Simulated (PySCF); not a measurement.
C3H5O2 (SMILES [CH2]OC(C)=O), doublet, at a GFN2-xTB geometry. Base run: CAMB3LYP/STO-3G (PySCF).

PySCF was given this input:
```python
from pyscf import gto, scf, dft

mol = gto.M(
    atom='''
C     1.86875538    0.32509406    0.03657765
O     0.59908334    0.61699177    0.33596227
C    -0.40500861   -0.19937057   -0.08193545
C    -1.73715054    0.34100113    0.35237623
O    -0.20825663   -1.20455641   -0.71960721
H     2.09487959   -0.55553414   -0.53504925
H     2.59850532    1.01392248    0.40718591
H    -1.99158751    1.20526703   -0.25915133
H    -2.49726739   -0.42319776    0.22363587
H    -1.69072095    0.65971169    1.39042763
''',
    basis='sto-3g',
    spin=1,
    verbose=4,
)

mf = dft.UKS(mol)
mf.xc = 'camb3lyp'
mf.kernel()
mf.analyze()
```

Each row names what was changed in the base input (with any setting that the change needs).

```json
[
 {"change": "base", "ΔE vs base (µEh)": "0.0", "SCF cycles": "12", "<S^2>": "0.757"},
 {"change": "solver = newton; init_guess = 1e", "ΔE vs base (µEh)": "0.0", "SCF cycles": "-", "<S^2>": "0.757"},
 {"change": "diis_space = 2", "ΔE vs base (µEh)": "0.0", "SCF cycles": "25", "<S^2>": "0.757"},
 {"change": "diis = off; damp = 0.6 (with mf.diis_start_cycle = 200; with mf.max_cycle = 150)", "ΔE vs base (µEh)": "0.0", "SCF cycles": "48", "<S^2>": "0.757"},
 {"change": "conv_tol = 1e-12", "ΔE vs base (µEh)": "0.0", "SCF cycles": "16", "<S^2>": "0.757"},
 {"change": "diis_space = 12", "ΔE vs base (µEh)": "0.0", "SCF cycles": "12", "<S^2>": "0.757"},
 {"change": "init_guess = huckel", "ΔE vs base (µEh)": "0.0", "SCF cycles": "14", "<S^2>": "0.757"},
 {"change": "conv_tol_grad = 1e-7", "ΔE vs base (µEh)": "0.0", "SCF cycles": "16", "<S^2>": "0.757"},
 {"change": "level_shift = 0.1 (with mf.max_cycle = 100)", "ΔE vs base (µEh)": "0.0", "SCF cycles": "14", "<S^2>": "0.757"},
 {"change": "conv_tol = 1e-11", "ΔE vs base (µEh)": "0.0", "SCF cycles": "15", "<S^2>": "0.757"},
 {"change": "damp = 0.5; diis_start_cycle = 5", "ΔE vs base (µEh)": "0.0", "SCF cycles": "14", "<S^2>": "0.757"},
 {"change": "diis_space = 20", "ΔE vs base (µEh)": "0.0", "SCF cycles": "12", "<S^2>": "0.757"},
 {"change": "conv_tol_grad = 1e-3", "ΔE vs base (µEh)": "0.0", "SCF cycles": "12", "<S^2>": "0.757"}
]
```

Open shells are given as the SCF converged; they aren't shown to be the lowest states, and a large step between rows can be another state.
